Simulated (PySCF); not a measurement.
PySCF job for Sn(H)(NH2)3 (H7N3Sn), SMILES [SnH]([NH2])([NH2])[NH2], PBE0-D3(BJ)/def2-SVP. Geometry optimised at PBE0-D3(BJ)/def2-SVP. The structure was generated by enumeration; whether it is a known compound was not checked. The def2 effective core potentials stand for the cores of Sn; spin–orbit coupling is left out. Other conformers were not sampled.

```python
import numpy as np
from pyscf import gto, scf, dft, df
from pyscf.hessian import thermo

mol = gto.M(
    atom='''
    Sn   -0.06606998    0.03982761   -0.22745483
    N    -0.35306378    1.79543281    0.77243012
    N     1.86109157   -0.60939621   -0.18931543
    N    -1.00631328   -1.45385851    0.79658072
    H    -0.50246068    0.32956420   -1.86514906
    H    -0.45419169    1.67768251    1.77882848
    H    -1.15076880    2.33380191    0.44043635
    H     2.50264314    0.03385226   -0.64942014
    H     2.20260202   -0.74694833    0.76062297
    H    -2.02026684   -1.36651204    0.82059708
    H    -0.78605939   -2.37806768    0.42895813
    ''',
    basis='def2-SVP',
    ecp={'Sn': 'def2-svp'},
    charge=0,
    spin=0,
    max_memory=1600,
    verbose=3,
)
mf = dft.RKS(mol, xc='pbe0').density_fit(auxbasis='def2-universal-jkfit')
mf.disp = 'd3bj'
mf.grids.level = 3
mf.conv_tol = 1e-11
mf.max_cycle = 100
mf.kernel()

# [left out here: the lines that compute and print the analytic Hessian (its translational invariance restored by hand, since the grid's response is missing), thermochemistry and intensities]
```

Log of the run:

```
converged SCF energy = -382.448228569204

WARN: DFTD3 does not support analytical Hessian, using finite difference


WARN: Mole.unit (angstrom) is changed to Bohr

Mode                                 0                   1                   2
Irrep
Freq [cm^-1]                       89.7617            136.4385            140.9816
Reduced mass [au]                   1.1468              1.6574              1.5675
Force const [Dyne/A]                0.0054              0.0182              0.0184
Char temp [K]                     129.1471            196.3047            202.8412
Normal mode                   x     y     z       x     y     z       x     y     z
       0  Sn                 0.01  0.00 -0.00    0.02 -0.00 -0.01    0.01 -0.02  0.01
       1   N                -0.03 -0.04  0.05   -0.10 -0.06  0.05    0.01 -0.00 -0.01
       2   N                -0.00 -0.04 -0.02    0.01 -0.01 -0.05    0.04  0.09 -0.01
       3   N                -0.02  0.04  0.02   -0.02  0.07  0.05   -0.11  0.03 -0.03
       4   H                 0.06  0.01 -0.02    0.03  0.01 -0.01    0.03 -0.03 -0.00
       5   H                -0.47 -0.12 -0.00   -0.29 -0.11  0.02    0.23  0.02  0.02
       6   H                 0.23  0.17 -0.23   -0.02 -0.00 -0.07   -0.13 -0.13  0.14
       7   H                -0.07 -0.22 -0.36    0.05  0.06  0.09   -0.09 -0.02 -0.34
       8   H                 0.15  0.35 -0.01   -0.03 -0.20 -0.06    0.21  0.45 -0.02
       9   H                -0.04 -0.11 -0.22    0.01  0.34  0.38   -0.09  0.19  0.05
      10   H                 0.22  0.02  0.23   -0.38  0.04 -0.10   -0.28  0.02 -0.10
Mode                                 3                   4                   5
Irrep
Freq [cm^-1]                      172.4806            182.3729            228.2636
Reduced mass [au]                   3.7718              1.6814              1.4710
Force const [Dyne/A]                0.0661              0.0329              0.0452
Char temp [K]                     248.1611            262.3940            328.4205
Normal mode                   x     y     z       x     y     z       x     y     z
       0  Sn                 0.01  0.01  0.04    0.01  0.02 -0.02    0.01 -0.00  0.00
       1   N                -0.08  0.06 -0.09   -0.07 -0.01  0.02   -0.06 -0.01  0.01
       2   N                -0.01 -0.07 -0.09   -0.04 -0.10  0.06    0.02  0.01 -0.07
       3   N                -0.01 -0.05 -0.07    0.06  0.01  0.02   -0.09  0.07  0.04
       4   H                 0.03  0.04  0.03    0.04  0.01 -0.02   -0.02 -0.02  0.01
       5   H                -0.08  0.19 -0.08    0.27 -0.05  0.05    0.15 -0.07  0.02
       6   H                -0.12 -0.04 -0.17   -0.34 -0.24  0.29   -0.26 -0.20  0.18
       7   H                -0.02 -0.13 -0.17    0.00 -0.35 -0.22    0.03  0.14  0.14
       8   H                 0.09 -0.12 -0.14    0.02  0.16  0.07   -0.01 -0.25 -0.09
       9   H                -0.01 -0.02 -0.05    0.06 -0.01  0.13   -0.11 -0.11 -0.42
      10   H                -0.04 -0.02 -0.18    0.05  0.01  0.02    0.23  0.02  0.36
Mode                                 6                   7                   8
Irrep
Freq [cm^-1]                      492.1629            523.9949            536.5389
Reduced mass [au]                   1.5131              1.5741              1.3097
Force const [Dyne/A]                0.2159              0.2547              0.2221
Char temp [K]                     708.1128            753.9120            771.9601
Normal mode                   x     y     z       x     y     z       x     y     z
       0  Sn                 0.00 -0.00 -0.01    0.01  0.02 -0.01    0.00  0.00 -0.00
       1   N                 0.06  0.13  0.04   -0.03 -0.07 -0.02    0.01 -0.02 -0.01
       2   N                -0.00 -0.00 -0.00    0.01 -0.01  0.00   -0.08  0.09  0.02
       3   N                -0.01 -0.04  0.04   -0.03 -0.07  0.11   -0.00 -0.03  0.05
       4   H                -0.09 -0.29 -0.03   -0.33 -0.20  0.05    0.58 -0.14 -0.18
       5   H                -0.40 -0.37 -0.05    0.13  0.08  0.01    0.05 -0.07 -0.01
       6   H                -0.27 -0.34  0.03    0.12  0.14 -0.01    0.05  0.09  0.06
       7   H                 0.02 -0.01  0.01    0.05 -0.05  0.00    0.06 -0.23 -0.20
       8   H                -0.03  0.00  0.01   -0.05  0.07  0.04    0.19 -0.39 -0.16
       9   H                -0.02 -0.01 -0.09   -0.04  0.07 -0.45   -0.01 -0.03 -0.10
      10   H                -0.06  0.03 -0.18   -0.14  0.08 -0.39   -0.00  0.03 -0.12
Mode                                 9                  10                  11
Irrep
Freq [cm^-1]                      563.6119            574.8132            618.0934
Reduced mass [au]                   1.9100              1.4213              2.2875
Force const [Dyne/A]                0.3575              0.2767              0.5149
Char temp [K]                     810.9120            827.0283            889.2988
[...]
       7   H                 0.08 -0.09 -0.04   -0.35  0.32  0.13   -0.26  0.18 -0.06
       8   H                 0.06 -0.08 -0.02   -0.26  0.30  0.06    0.32 -0.14 -0.10
       9   H                -0.09 -0.20  0.37   -0.00 -0.04  0.02   -0.07 -0.38  0.27
      10   H                -0.04 -0.25  0.39    0.02  0.01 -0.02    0.24  0.24 -0.35
Mode                                15                  16                  17
Irrep
Freq [cm^-1]                      834.6836            868.7210           1534.4244
Reduced mass [au]                   1.1296              1.1382              1.0938
Force const [Dyne/A]                0.4637              0.5061              1.5173
Char temp [K]                    1200.9238           1249.8961           2207.6951
Normal mode                   x     y     z       x     y     z       x     y     z
       0  Sn                 0.00  0.00  0.01   -0.00  0.01 -0.01   -0.00 -0.00 -0.00
       1   N                -0.02  0.03 -0.06    0.01 -0.01  0.03   -0.03  0.04  0.04
       2   N                -0.01 -0.01  0.00   -0.02 -0.04  0.06   -0.01  0.00 -0.00
       3   N                 0.03 -0.03 -0.01    0.04 -0.02 -0.01   -0.03 -0.04  0.00
       4   H                -0.05  0.20  0.04   -0.11 -0.10  0.01    0.00  0.01 -0.01
       5   H                 0.02 -0.56 -0.12   -0.03  0.20  0.04    0.41 -0.35  0.01
       6   H                 0.06  0.38  0.33   -0.03 -0.16 -0.14    0.13 -0.10 -0.51
       7   H                -0.04  0.02 -0.01   -0.45  0.30 -0.08    0.02 -0.00  0.03
       8   H                 0.03  0.01 -0.01    0.50 -0.18 -0.15    0.03  0.02 -0.01
       9   H                 0.05  0.29 -0.18    0.05  0.23 -0.17    0.03  0.39  0.08
      10   H                -0.19 -0.18  0.24   -0.15 -0.14  0.19    0.39  0.09 -0.03
Mode                                18                  19                  20
Irrep
Freq [cm^-1]                     1536.2651           1541.0580           1912.2073
Reduced mass [au]                   1.0959              1.0921              1.0155
Force const [Dyne/A]                1.5239              1.5280              2.1877
Char temp [K]                    2210.3434           2217.2394           2751.2405
Normal mode                   x     y     z       x     y     z       x     y     z
       0  Sn                -0.00 -0.00  0.00   -0.00  0.00  0.00    0.00 -0.00  0.01
       1   N                -0.03  0.03  0.03    0.01 -0.01 -0.01    0.00 -0.00  0.00
       2   N                 0.02  0.00  0.01    0.07  0.01  0.02   -0.00 -0.00  0.00
       3   N                 0.04  0.04 -0.00   -0.01 -0.02 -0.00   -0.00 -0.00  0.00
       4   H                 0.00  0.00 -0.02    0.00 -0.01 -0.02   -0.25  0.16 -0.94
       5   H                 0.30 -0.25  0.01   -0.08  0.06 -0.00   -0.01  0.02  0.01
       6   H                 0.10 -0.06 -0.36   -0.02  0.01  0.09   -0.00  0.00  0.01
       7   H                -0.12  0.01 -0.17   -0.40  0.06 -0.50    0.01 -0.00  0.01
       8   H                -0.18 -0.10  0.06   -0.53 -0.31  0.16    0.02  0.00 -0.00
       9   H                -0.03 -0.49 -0.11    0.01  0.19  0.03   -0.00  0.00  0.00
      10   H                -0.49 -0.12  0.04    0.19  0.04 -0.01    0.00 -0.00  0.00
Mode                                21                  22                  23
Irrep
Freq [cm^-1]                     3551.7503           3552.0639           3553.5940
Reduced mass [au]                   1.0507              1.0503              1.0500
Force const [Dyne/A]                7.8090              7.8080              7.8122
Char temp [K]                    5110.1779           5110.6291           5112.8306
Normal mode                   x     y     z       x     y     z       x     y     z
       0  Sn                 0.00 -0.00  0.00    0.00  0.00 -0.00    0.00  0.00  0.00
       1   N                 0.01 -0.01 -0.01   -0.00  0.00  0.00    0.04 -0.02 -0.03
       2   N                -0.04 -0.02 -0.02   -0.01 -0.01 -0.01    0.01  0.00  0.00
       3   N                 0.01  0.01  0.00   -0.03 -0.04 -0.01   -0.01 -0.01 -0.00
       4   H                -0.00 -0.00  0.00    0.00  0.00 -0.00   -0.00 -0.00  0.00
       5   H                -0.01 -0.02  0.17    0.00  0.01 -0.07   -0.04 -0.08  0.66
       6   H                -0.13  0.09 -0.06    0.05 -0.04  0.03   -0.50  0.36 -0.24
       7   H                 0.39  0.39 -0.31    0.12  0.12 -0.09   -0.09 -0.09  0.07
       8   H                 0.21 -0.12  0.62    0.06 -0.03  0.18   -0.05  0.03 -0.14
       9   H                -0.16  0.02  0.01    0.63 -0.08 -0.04    0.11 -0.01 -0.01
      10   H                 0.05 -0.16 -0.06   -0.17  0.62  0.23   -0.03  0.11  0.04
Mode                                24                  25                  26
Irrep
Freq [cm^-1]                     3650.9835           3654.1324           3656.9165
Reduced mass [au]                   1.0933              1.0937              1.0941
Force const [Dyne/A]                8.5862              8.6041              8.6206
Char temp [K]                    5252.9524           5257.4830           5261.4887
Normal mode                   x     y     z       x     y     z       x     y     z
       0  Sn                -0.00  0.00 -0.00    0.00 -0.00 -0.00    0.00 -0.00  0.00
       1   N                 0.00 -0.00  0.00   -0.00  0.00 -0.00    0.03 -0.03  0.06
       2   N                 0.02  0.04 -0.07    0.00  0.00 -0.01   -0.00  0.00 -0.00
       3   N                -0.01  0.00  0.00    0.06 -0.05 -0.02    0.00 -0.00 -0.00
       4   H                 0.00 -0.00  0.00    0.00 -0.00  0.00   -0.00 -0.00 -0.00
       5   H                 0.00  0.00 -0.00   -0.00 -0.00  0.03    0.07  0.07 -0.66
       6   H                -0.00  0.00 -0.00    0.02 -0.01  0.01   -0.53  0.36 -0.22
       7   H                -0.44 -0.43  0.31   -0.04 -0.04  0.03   -0.00 -0.00  0.00
       8   H                 0.23 -0.09  0.61    0.02 -0.01  0.05   -0.00  0.00 -0.00
       9   H                 0.06 -0.01 -0.00   -0.69  0.06  0.02   -0.03  0.00  0.00
      10   H                 0.01 -0.05 -0.02   -0.13  0.59  0.23   -0.01  0.02  0.01
temperature 298.1500 [K]
pressure 101325.00 [Pa]
Rotational constants [GHz] 4.54202 4.02355 2.70460
Symmetry number 1
Zero-point energy (ZPE) 0.08249 [Eh]   216569.596 [J/mol]
                           tot       elec      trans        rot        vib
Entropy [J/mol/K]       368.497      0.000    172.634    109.947     85.915
Cv [J/mol/K]            117.055      0.000     12.472     12.472     92.112
Cp [J/mol/K]            125.370      0.000     20.786     12.472     92.112
Internal energy [J/mol]                      3718.434   3718.434 230823.673
Internal energy [Eh]   -382.35748  -382.44823
Enthalpy [J/mol]                             6197.391   3718.434 230823.673
Enthalpy [Eh]          -382.35654
Gibbs free energy [J/mol]                  -45273.582 -29062.249 205208.064
Gibbs free energy [Eh] -382.39838
mode   freq/cm-1   IR/(km/mol)
   1       89.76        38.719
   2      136.44         4.087
   3      140.98         0.831
   4      172.48         9.036
   5      182.37         7.653
   6      228.26        59.451
   7      492.16        76.654
   8      523.99       256.502
   9      536.54        24.097
  10      563.61       181.673
  11      574.81        75.095
  12      618.09        36.678
  13      627.52        58.572
  14      647.45        58.770
  15      826.32        45.013
  16      834.68        14.350
  17      868.72        40.325
  18     1534.42        16.969
  19     1536.27        16.552
  20     1541.06         6.910
  21     1912.21       199.697
  22     3551.75         6.419
  23     3552.06         9.640
  24     3553.59         8.210
  25     3650.98        13.482
  26     3654.13        11.855
  27     3656.92        13.257
max |gradient| / (hartree/bohr): 3.869335655266439e-05
APT charges: [ 1.7585 -0.757  -0.7264 -0.7446 -0.3473  0.1401  0.1262  0.142   0.1383
  0.1377  0.1326]
```

Self-consistency was reached.
